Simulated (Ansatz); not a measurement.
Gas-phase electronic energies from Ansatz, PBE0-D4/def2-TZVP geometries. CCSD(T)/CBS adds triple-zeta CCSD(T) − MP2 to the extrapolated MP2 energy (def2 sets, frozen cores). DFT in def2-TZVPP. Elements past krypton have def2 core potentials. For Sb outer-core shells are correlated without core-valence functions, which leaves a few kJ/mol of doubt a bond. One conformer a species, not always the lowest.

Consider the isomerisation: `C[SiH2][S][SbH2]` → `[SiH3][CH](S)[SbH2]`.

```json
{"level": "r2SCAN-D4", "ΔE (kJ/mol)": "200.1"}
{"level": "ωB97M-V", "ΔE (kJ/mol)": "191.8"}
{"level": "PBE", "ΔE (kJ/mol)": "196.5"}
{"level": "HF/def2-QZVPP", "ΔE (kJ/mol)": "207.4"}
```

What does CCSD(T)/CBS give? (Estimate.)

The calculation gave: +188.2 kJ/mol. The listed levels differ from it by 11.9, 3.6, 8.3, 19.2 kJ/mol.

Largest T1 diagnostic among the species: 0.013.

From PBE to PBE0 (25 % exact exchange), in def2-TZVPP and without D4, ΔE moves by +3.5 kJ/mol. In def2-TZVPP, CCSD(T) changes the Hartree–Fock value by −24.7 kJ/mol (the triples alone add −2.8 kJ/mol) and MP2 by −22.4 kJ/mol.
